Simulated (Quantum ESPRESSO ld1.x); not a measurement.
Results of a calculation; reference values are marked as such.
Q: The mean radii <r> (bohr) of the occupied orbitals of an atom or ion are listed with their occupations. Level of theory: scalar-relativistic Kohn-Sham, LDA (Slater exchange, VWN5 correlation), spin-unpolarised, spherical densities, point nucleus (ld1.x of Quantum ESPRESSO 7.5).

orbital  occ.      <r>
1s          2  0.01899
2s          2  0.07966
2p          6  0.07093
3s          2   0.1939
3p          5   0.1904

Name the element and its charge.

A: Z = 72, hafnium, charge +55: Hf55+ in [Ne] 3s2 3p5. The 1s radius gives Z: for a bare nucleus <r> = (2 gamma + 1)/(2Z) with gamma = sqrt(1 - (Z/c)^2), 0.01876 bohr for Z = 72, and screening makes it slightly larger (0.01899 here). The occupations add up to 17, and the charge is Z minus that.
